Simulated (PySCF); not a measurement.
Species: Nb(OH)4 (doublet state).
Bonds: Nb1–O2, Nb1–O4, Nb1–O6, Nb1–O8. Hydrogens: H3 on O2; H5 on O4; H7 on O6; H9 on O8.

Computed, not measured: PySCF 2.14.0, PBE0-D3(BJ)/def2-SVP geometry optimisation, gas phase, def2 core potentials past Kr.

Problem. Give the optimised bond lengths and angles.

Solution. 
| bond | length (Å) |
| --- | --- |
| Nb1–O2 and 3 like bonds | 1.903 |
| O2–H3 and 3 like bonds | 0.961 |

Bonds in one row agree within 0.01 Å and their mean is given. A selection of angles:
| angle | degrees |
| --- | --- |
| O2–Nb1–O4 | 134.0 |
| O2–Nb1–O6 | 97.5 |
| O2–Nb1–O8 | 100.3 |
| Nb1–O2–H3 | 132.6 |
| Nb1–O4–H5 | 131.6 |

Torsions: H3–O2–Nb1–O4 -33° (synclinal); H5–O4–Nb1–O2 -33° (synclinal); H7–O6–Nb1–O2 -144° (anticlinal); H9–O8–Nb1–O2 77° (synclinal). The mirror-image conformer, all signs reversed, is as good.

All 4 Nb–O bonds measure 1.903 to 1.904 Å. Nb1 (niobium bonded to 4 O) has angles from 97.2° to 134.0°. O2 (oxygen bonded to Nb and H) is bent (angle 132.6°).

Point group: D2 (tolerance 0.08 Å). Whether it is a minimum is left open (no frequencies). ⟨S²⟩ = 0.752 (exact for a doublet: 0.75).

Neither the SCF state along the optimisation nor the shape of the open-shell metal species was proved the lowest: other solutions of the same spin, or a structure of lower symmetry, can lie below.
